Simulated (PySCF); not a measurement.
UHF on Sn⁺ (tin, charge +1)

Configuration: [Kr] 4d10 5s2 5p1, 2P determinant. Computed with PySCF 2.14 in aug-cc-pVTZ-PP with one added diffuse shell each of d, f type with ECP28MDF (6s5p5d3f, 67 functions), with scalar relativity through the core potential.

```
Total energy                                                  : -213.088510 hartree
One-electron energy                                           : -369.7521 hartree
Hartree (Coulomb) energy                                      : 173.5932 hartree
Exchange energy                                               : -16.9296 hartree
⟨S²⟩                                                          : 0.7607
⟨L²⟩                                                          : 2.032
Sum of ⟨r⟩                                                    : 25.68 bohr
Sum of ⟨r²⟩                                                   : 43.41 bohr²
Traceless quadrupole moment −½Σ⟨3z² − r²⟩ along its main axis : -4.08 e·bohr²
```

```tsv
shell	electrons	mean orbital energy (eV)	spread (eV)	rms radius, mean of both spins (bohr)
4s α	1	-167.51	0	0.879
4s β	1	-167.40	0	0.879
4p α	3	-118.13	0.131	0.953
4p β	3	-118.02	0.519	0.953
4d α	5	-43.674	0.366	1.17
4d β	5	-43.570	0.589	1.17
5s α	1	-21.901	0	2.53
5s β	1	-19.890	0	2.53
5p α	1	-14.032	0	3.13
```

Energies and moments cover only the electrons outside the core potential.
